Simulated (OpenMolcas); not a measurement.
Os I: effect of the active space

```json
{
 "Program": "OpenMolcas",
 "Method": "CASSCF",
 "Basis": "ANO-RCC-VQZP",
 "Scalar Hamiltonian": "DKH2, point nucleus",
 "Spin-orbit coupling": "state interaction with AMFI integrals over the reference wave functions, term energies averaged over their components"
}
```

A. 6 electrons in 5 orbitals (5d); 2S+1 = 5 even, 5 roots; 2S+1 = 3 even, 45 roots; 2S+1 = 1 even, 50 roots (44 in the spin-orbit step); cost roughly 28 core-seconds
B. 8 electrons in 6 orbitals (5d 6s); 2S+1 = 5 even, 15 roots; 2S+1 = 3 even, 80 roots kept (CI in the orbitals of an earlier block); 2S+1 = 1 even, 58 roots kept (CI in the orbitals of an earlier block); cost of the order of 80 core-seconds
C. 8 electrons in 11 orbitals (5d 6s 6d); 2S+1 = 5 even, 15 roots; 2S+1 = 3 even, 45 roots kept (CI in the orbitals of an earlier block); 2S+1 = 1 even, 27 roots kept (CI in the orbitals of an earlier block); cost of the order of 40 core-minutes

Energies in cm-1 above 5d6 6s2 5D4, the measured ground level; measured values from NIST Handbook of Basic Atomic Spectroscopic Data.

```csv
Level,A,B,C,Measured
5d6 6s2 5D4,0.0,0.0,0.0,0.0
5d6 6s2 5D3,4224,3927,3936,4159
5d6 6s2 5D1 [70 %],6792,5829,5645,5766
5d6 6s2 5D0,7259,6474,6969,6093
5d6 6s2 3H6,17363,15685,15683,
```

Deviations, from unrounded energies. A percentage is the sum of absolute deviations over the sum of measured energies, with the sign that they share, or ± where signs differ.

| Against measurement | Levels | A | B | C |
| --- | --- | --- | --- | --- |
| mean absolute deviation (cm-1) | 3 | 750 | 230 | 410 |
| fine structure of the ground term (%) | 3 | +14.1 | ±4.2 | ±7.6 |

B lies closest to measurement on these levels and A furthest from it. The largest miss of B in the table is 5d6 6s2 5D0, by +380 cm-1. The ranking rests on the paired levels alone, and a cruder setting can come out closer through cancelling errors.

The spin-orbit steps hold different terms of 5d6 6s2 (B lacks 1D, a 1G, a 3F, a 3P; C lacks among others 1D, 1F, 1G, 1S, 3D), which shifts levels as well.

Among A to C the level of the table that moves most is 5d6 6s2 3H6, by 1700 cm-1 (lowest in C, highest in A).

Without dynamic correlation excited terms often stand tens of per cent too high (terms of higher spin than the ground term too low), and those without a measured partner can miss by more than the paired ones. Some high roots are left out of the spin-orbit mixing, which shifts the levels that they would mix with (holds for A). With the s shell closed, the reference lacks s² → p², s² → d² and s → d mixing, so excited terms can stand far too high and out of order, with CASPT2 too (holds for A). Terms from blocks run as CI alone lack orbitals of their own (holds for B; C). Configurations are named by rounded mean occupations; where the s occupation lies near a half they are strongly mixed, a name can repeat and a true partner stay unpaired (holds for B). Active for correlation alone: 6d; no level in the range computed is led by a configuration that fills it, so any true level of that kind is missing (holds for C). Measured partners are found by configuration, term and J. A level has none where our copy of the source lacks it or the pairing is in doubt (some pairs that miss far off the trend of their configuration count as doubtful), and it then counts in no deviation. Levels of configurations outside the active space are missing. The table leaves out levels that lie high or whose names do not pair safely across all columns.

A share in square brackets marks a mixed level and gives the weight of the term that names it, the lowest over the columns.
